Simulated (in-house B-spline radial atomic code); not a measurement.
Zr3+ is squeezed into an impenetrable sphere of radius R (the orbitals vanish at R). Computed with a B-spline radial code for spherical atoms: scalar-relativistic (X2C) Hartree-Fock, spin-polarised, averaged over the determinants with the given up and down occupations, Fermi nucleus of rms radius 4.2694 fm.

Energies in eV above the free ion in [Kr] 4d1:

```json
{"R (bohr)": "9.95", "highest level (eV)": "-33.7", "[Kr] 4d1": "1.571e-05", "[Ar] 3d10 4s2 4p5 4d2": "29.78", "[Ar] 3d9 4s2 4p6 4d1 4f1": "205.3"}
{"R (bohr)": "6.62", "highest level (eV)": "-33.7", "[Kr] 4d1": "0.002047", "[Ar] 3d10 4s2 4p5 4d2": "29.78", "[Ar] 3d9 4s2 4p6 4d1 4f1": "206"}
{"R (bohr)": "5.31", "highest level (eV)": "-33.7", "[Kr] 4d1": "0.04099", "[Ar] 3d10 4s2 4p5 4d2": "29.83", "[Ar] 3d9 4s2 4p6 4d1 4f1": "207.6"}
{"R (bohr)": "4.55", "highest level (eV)": "-33.5", "[Kr] 4d1": "0.2177", "[Ar] 3d10 4s2 4p5 4d2": "30.08", "[Ar] 3d9 4s2 4p6 4d1 4f1": "209.9"}
{"R (bohr)": "3.67", "highest level (eV)": "-32.5", "[Kr] 4d1": "1.587", "[Ar] 3d10 4s2 4p5 4d2": "31.95", "[Ar] 3d9 4s2 4p6 4d1 4f1": "215.8"}
{"R (bohr)": "3.29", "highest level (eV)": "-31", "[Kr] 4d1": "4.007", "[Ar] 3d10 4s2 4p5 4d2": "35.04", "[Ar] 3d9 4s2 4p6 4d1 4f1": "221.4"}
{"R (bohr)": "2.42", "highest level (eV)": "-17.4", "[Kr] 4d1": "40.62", "[Ar] 3d10 4s2 4p5 4d2": "76.33", "[Ar] 3d9 4s2 4p6 4d1 4f1": "269.9"}
{"R (bohr)": "2.32", "highest level (eV)": "-13.6", "[Kr] 4d1": "53.76", "[Ar] 3d10 4s2 4p5 4d2": "90.52", "[Ar] 3d9 4s2 4p6 4d1 4f1": "285.1"}
{"R (bohr)": "1.62", "highest level (eV)": "57.8", "[Kr] 4d1": "414.5", "[Ar] 3d10 4s2 4p5 4d2": "464.4", "[Ar] 3d9 4s2 4p6 4d1 4f1": "677.1"}
{"R (bohr)": "1.55", "highest level (eV)": "74", "[Kr] 4d1": "515", "[Ar] 3d10 4s2 4p5 4d2": "566.6", "[Ar] 3d9 4s2 4p6 4d1 4f1": "784"}
```

Question: Does [Ar] 3d10 4s2 4p5 4d2 fall below [Kr] 4d1 under compression?

Answer: No, it stays above over the whole range.

Question: Does [Ar] 3d9 4s2 4p6 4d1 4f1 fall below [Kr] 4d1 under compression?

Answer: No, it stays above over the whole range.

The highest level is first positive in the row R = 1.62 bohr, pushed up by confinement above the zero of the free ion's potential. Each configuration is held fixed and needn't be the lowest in the sphere.
